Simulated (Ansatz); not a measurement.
The same path of CH6SSn (9 atoms, charge 0, multiplicity 1) was run twice with different band settings. The coordinate that changes most is the dihedral C1–S2–Sn3–H9.

Level of theory: Ansatz, RKS PBE/def2-SVP.

Relaxed end points:

```xyz
9
Properties=species:S:1:pos:R:3
C -0.774 1.070 -1.015
S -0.680 -0.766 -0.990
Sn 0.756 -1.109 0.958
H -1.411 1.333 -1.881
H 0.221 1.536 -1.159
H -1.247 1.475 -0.099
H 2.281 -0.327 0.702
H 0.944 -2.817 1.100
H -0.001 -0.441 2.367
```

```xyz
9
Properties=species:S:1:pos:R:3
C -1.473 0.262 -0.726
S 0.248 0.309 -1.372
Sn 1.494 -0.257 0.653
H -2.129 0.513 -1.581
H -1.638 1.013 0.073
H -1.752 -0.744 -0.355
H 3.157 -0.237 0.194
H 1.015 -1.824 1.214
H 1.167 0.918 1.883
```

Common settings: spring 5.0 eV/Å²; optimiser quadratic models (default); start path IDPP; force threshold 0.05 eV/Å; iteration limit 60; end points relaxed.

| run | movable images | climbing image |
| --- | --- | --- |
| 1 | 5 | yes |
| 2 | 2 | no |

Task: What does each run give, and how far can it be trusted?

Result: Run 1: converged after 5 iterations, highest image 0.037 eV above the first end. A vibrational analysis at the climbing image gives one clearly imaginary mode, 88i cm⁻¹: a first-order saddle point.
Run 2: converged after 5 iterations, highest image 0.027 eV above the first end. No image climbed, so the highest image needn't sit at the top of the path. So few images can step over the top or miss a turn of the path.
